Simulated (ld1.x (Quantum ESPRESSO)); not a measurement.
## Logarithmic derivatives: Cr (Z = 24), TM

Cr, norm-conserving Troullier–Martins (Kleinman–Bylander form), made with ld1.x (Quantum ESPRESSO) 7.5 (PBEsol, scalar-relativistic). Core [Ne], reference 3s2 3p6 3d5 4s1 4p0. Waves: 3s (bound): rc 0.80 bohr; 3p (bound): rc 0.90 bohr; 3d (bound): rc 2.15 bohr; 4f channel at 0.3 Ry: rc 2.20 bohr. Local part: all-electron potential smoothed inside 1.75 bohr (lloc = -2). Core correction: none.

Occupied shells without a wave of their own: 4s. They enter only through the test configuration that unscreens the potential.

The phase is arctan(r·u′/u) with u = r·R(r), unwrapped; energies in Ry, scanned from -7 to 5 Ry. A pole is an energy at which the radial function vanishes at the test radius. The pseudo phase is shifted by a multiple of π to meet the all-electron one at the reference energy, and phase errors are pseudo minus all-electron; the curves can meet again beyond the range given. Levels narrower than the energy grid can be missing from the lists of poles.

```tsv
channel	radius (bohr)	reference energy (Ry)	poles, all-electron	poles, pseudo	unbroken range about the reference energy with phases within 0.05 rad	phase error 1 Ry above the reference energy (rad)
s	2.41	-5.42	-5.40, 2.89	-5.40, 3.05	below -0.5	+0.000
p	2.41	-3.33	-3.27, 3.94	-3.27, 4.38	below 0.1	+0.001
d	2.41	-0.22	0.10	0.11	below 1.3	+0.021
f	2.41	0.30	none	none	the whole range	+0.000
```

Phases in the f channel:

| E (Ry) | all-electron | pseudo |
| --- | --- | --- |
| -7.00 | 1.428 | 1.428 |
| -6.74 | 1.426 | 1.426 |
| -6.48 | 1.423 | 1.423 |
| -6.22 | 1.421 | 1.421 |
| -5.96 | 1.418 | 1.418 |
| -5.70 | 1.416 | 1.416 |
| -5.44 | 1.413 | 1.413 |
| -5.18 | 1.410 | 1.410 |
| -4.92 | 1.407 | 1.407 |
| -4.66 | 1.403 | 1.403 |
| -4.40 | 1.400 | 1.400 |
| -4.14 | 1.396 | 1.396 |
| -3.88 | 1.392 | 1.392 |
| -3.62 | 1.388 | 1.388 |
| -3.36 | 1.383 | 1.383 |
| -3.10 | 1.378 | 1.378 |
| -2.84 | 1.373 | 1.373 |
| -2.58 | 1.367 | 1.367 |
| -2.32 | 1.360 | 1.360 |
| -2.06 | 1.353 | 1.353 |
| -1.80 | 1.345 | 1.345 |
| -1.54 | 1.337 | 1.337 |
| -1.28 | 1.327 | 1.327 |
| -1.02 | 1.316 | 1.316 |
| -0.76 | 1.304 | 1.304 |
| -0.50 | 1.290 | 1.290 |
| -0.24 | 1.274 | 1.274 |
| 0.02 | 1.255 | 1.255 |
| 0.28 | 1.232 | 1.232 |
| 0.54 | 1.204 | 1.204 |
| 0.80 | 1.170 | 1.170 |
| 1.06 | 1.126 | 1.126 |
| 1.32 | 1.068 | 1.068 |
| 1.58 | 0.987 | 0.988 |
| 1.84 | 0.871 | 0.872 |
| 2.10 | 0.692 | 0.694 |
| 2.36 | 0.407 | 0.412 |
| 2.62 | -0.014 | -0.004 |
| 2.88 | -0.480 | -0.468 |
| 3.14 | -0.838 | -0.826 |
| 3.40 | -1.066 | -1.056 |
| 3.66 | -1.212 | -1.203 |
| 3.92 | -1.311 | -1.302 |
| 4.18 | -1.381 | -1.373 |
| 4.44 | -1.435 | -1.427 |
| 4.70 | -1.478 | -1.470 |
| 4.96 | -1.514 | -1.505 |
